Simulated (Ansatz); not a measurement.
Geometry optimisation, RKS PBE-D4/def2-SVP (Ansatz 0.2.0).

Input file:

```yaml
crystal:
  periodic: [false, false, false]
  atoms:
    - { symbol: B, position_ang: [-0.023651, -0.243263, -0.182915] }
    - { symbol: F, position_ang: [-0.031612, -0.708396, 1.085868] }
    - { symbol: "N", position_ang: [1.241457, -0.027716, -0.789294] }
    - { symbol: H, position_ang: [2.103416, -0.156008, -0.255994] }
    - { symbol: H, position_ang: [1.373158, 0.409976, -1.699367] }
    - { symbol: "N", position_ang: [-1.275956, -0.090116, -0.832945] }
    - { symbol: H, position_ang: [-2.151383, -0.173218, -0.31952] }
    - { symbol: H, position_ang: [-1.37843, 0.338591, -1.751985] }
    - { symbol: Br, position_ang: [-0.182862, 2.649346, 1.290574] }
    - { symbol: H, position_ang: [-0.107336, 1.258506, 1.857878] }
basis:
  gaussian: { orbitals: def2-SVP }
hamiltonian:
  xc: pbe
  dispersion: d4
relax:
  f_tol: 0.03
  max_steps: 50
```

Run as:

```bash
$ ansatz run input.yaml --threads 4 --pin off --max-ram 5120MiB --backend cpu --events-out ev --progress --plain --runs-dir out
```

**Question.** Where does it end, and by what steps?

**Answer.** It converged. The force dipped under the threshold on the way, but the program's further checks kept it going. After 30 steps the energy has fallen by 0.183 eV; Br9 moved furthest, 1.98 Å.

| step | energy less start (eV) | largest force component (eV/Å) | accepted |
| --- | --- | --- | --- |
| 0 | 0.0000 | 1.132 | yes |
| 2 | -0.1054 | 0.103 | yes |
| 4 | -0.1311 | 0.698 | yes |
| 6 | -0.1502 | 0.143 | yes |
| 8 | -0.1531 | 0.043 | yes |
| 10 | -0.1536 | 0.005 | yes |
| 12 | -0.1540 | 0.126 | yes |
| 14 | -0.1567 | 0.149 | yes |
| 16 | -0.1602 | 0.151 | yes |
| 18 | -0.1655 | 0.198 | yes |
| 20 | -0.1713 | 0.145 | yes |
| 22 | -0.1773 | 0.154 | yes |
| 24 | -0.1805 | 0.037 | yes |
| 26 | -0.1821 | 0.055 | yes |
| 28 | -0.1831 | 0.077 | yes |
| 30 | -0.1834 | 0.028 | yes |

```xyz
10
Properties=species:S:1:pos:R:3
B 0.330 0.084 -0.352
F 0.698 0.462 0.929
N 1.334 -0.540 -1.133
H 2.264 -0.711 -0.758
H 1.198 -0.873 -2.084
N -0.997 0.357 -0.756
H -1.659 0.836 -0.144
H -1.363 0.136 -1.678
Br -1.714 2.096 2.426
H -0.526 1.410 1.952
```

Whether the end is a true minimum wasn't checked by a vibrational analysis.

The run took 41 s on 4 threads of Arm Neoverse V1, with other jobs on the host, peak memory 0.17 GiB.
